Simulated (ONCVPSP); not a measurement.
## Wu-Cohen ONCV dataset for cadmium, scalar-relativistic all-electron reference.

| Item | Value |
| --- | --- |
| Element | cadmium (Cd) |
| Generator | ONCVPSP 4.0.1 |
| Type | optimised norm-conserving Vanderbilt (ONCV) |
| Functional | Wu-Cohen |
| Relativity | scalar-relativistic |
| Frozen core | [Ar] 3d10 |
| Valence charge | 20 |
| Reference configuration | 4s2 4p6 4d10 (charge +2) |
| Partial waves | 4s: rc 1.50 bohr, ncon 4, nbas 7, qcut 8.6 1/bohr, 1 projector; 4p: rc 1.45 bohr, ncon 4, nbas 8, qcut 8.3 1/bohr, 2 projectors, debl 2.6 Ha; 4d: rc 1.90 bohr, ncon 5, nbas 9, qcut 8.5 1/bohr, 2 projectors, debl 2.2 Ha |
| Local potential | polynomial inside 0.95 bohr (lpopt 5, dvloc0 4 Ha) |
| Core correction | Teter function, fcfact 4.75, rcfact 1.15 |

In the p channel the program set the typed energies aside and used -3.156, 0.250 Ha.

All-electron outer shells of the reference configuration (Wu-Cohen, scalar-relativistic, ld1.x):

| shell | level (eV) | outermost node (bohr) | outermost maximum (bohr) |
| --- | --- | --- | --- |
| 4s | -124.78 | 0.43 | 0.79 |
| 4p | -85.88 | 0.43 | 0.84 |
| 4d | -30.46 | 0.42 | 0.98 |

(1) Estimate the cutoffs (Ha) at which the residual kinetic energy of the hardest occupied pseudo-wave falls to 1 and 0.1 mHa per electron.

(2) Does the potential have ghost states?

## Answers

(1) 28 Ha and 31 Ha.

(2) No bound ghost flagged; no localised positive-energy state flagged.

Its largest configuration-test error is +70 meV (4s2 4p6 4d8). 2 of 4 tests not solved or not reliable.
